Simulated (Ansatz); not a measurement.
`C[Se][Ti]([OH])([F])[Cl]` and `[OH][Ti]([F])([Cl])[SeH]` differ in one atom or group.

Ansatz, PBE0-D4/def2-TZVP geometries, multiplicity 1. Each molecule was computed in one conformer, which needn't be the lowest.

Scalar relativity is left out up to krypton.

```
                               property  `C[Se][Ti]([OH])([F])[Cl]`
      HOMO energy (PBE/def2-TZVPP) / eV                       -5.96
HOMO–LUMO gap (ωB97M-V/def2-TZVPP) / eV                        8.67
  LUMO energy (ωB97M-V/def2-TZVPP) / eV                       -0.46
     HOMO energy (PBE0/def2-TZVPP) / eV                       -7.06
    LUMO energy (B3LYP/def2-TZVPP) / eV                       -2.79
  HOMO energy (ωB97M-V/def2-TZVPP) / eV                       -9.12
```

Question: What does the change do to each property? (Estimate.)

Answer: Computed: 
```tsv
property	`[OH][Ti]([F])([Cl])[SeH]`	shift
HOMO energy (PBE/def2-TZVPP) / eV	-6.38	-0.42
HOMO–LUMO gap (ωB97M-V/def2-TZVPP) / eV	8.92	0.25
LUMO energy (ωB97M-V/def2-TZVPP) / eV	-0.66	-0.20
HOMO energy (PBE0/def2-TZVPP) / eV	-7.51	-0.45
LUMO energy (B3LYP/def2-TZVPP) / eV	-3.02	-0.23
HOMO energy (ωB97M-V/def2-TZVPP) / eV	-9.58	-0.46
```

With PBE0 the HOMO falls by 0.45 eV and the LUMO falls by 0.22 eV, so the gap widens by about 0.23 eV. PBE moves the HOMO by -0.42 eV and ωB97M-V by -0.46 eV.

B3LYP here is the variant with VWN-RPA as its local correlation; programs differ in this.

Spin–orbit coupling is left out; it splits and shifts lone-pair levels of the heavy atoms by tenths of an eV.
